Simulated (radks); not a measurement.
Results of a calculation; reference values are marked as such.
Mean orbital radii <r> (bohr) of neutral zirconium, [Kr] 4d2 5s2, at several levels of relativity; Dirac values are averaged over j with weights 2j + 1. Spin-unpolarised spherical Kohn-Sham, PBEsol, point nucleus unless stated (finite: rms radius 4.2694 fm), a radial shooting solver on a logarithmic mesh with Libxc functionals. A level marked "c x" has the speed of light scaled by that factor and shares open shells by 2j + 1; other Dirac levels either fill j = l - 1/2 first or share by 2j + 1.

| shell | non-rel. | Dirac, 2j+1 shares | Dirac, low j first | Dirac, 2j+1 shares, finite nucleus | change of magnitude, last against first (%) |
|---|---|---|---|---|---|
| 1s | 0.03816 | 0.03708 | 0.03708 | 0.03708 | -2.83 |
| 2s | 0.1674 | 0.1624 | 0.1624 | 0.1624 | -3.03 |
| 2p | 0.1437 | 0.1416 | 0.1416 | 0.1416 | -1.47 |
| 3s | 0.4704 | 0.4586 | 0.4586 | 0.4586 | -2.51 |
| 3p | 0.4674 | 0.4622 | 0.4622 | 0.4622 | -1.11 |
| 3d | 0.4516 | 0.4527 | 0.4527 | 0.4527 | +0.26 |
| 4s | 1.240 | 1.213 | 1.213 | 1.213 | -2.19 |
| 4p | 1.378 | 1.369 | 1.369 | 1.369 | -0.68 |
| 5s | 3.798 | 3.710 | 3.714 | 3.710 | -2.31 |
| 4d | 2.241 | 2.298 | 2.304 | 2.298 | +2.56 |
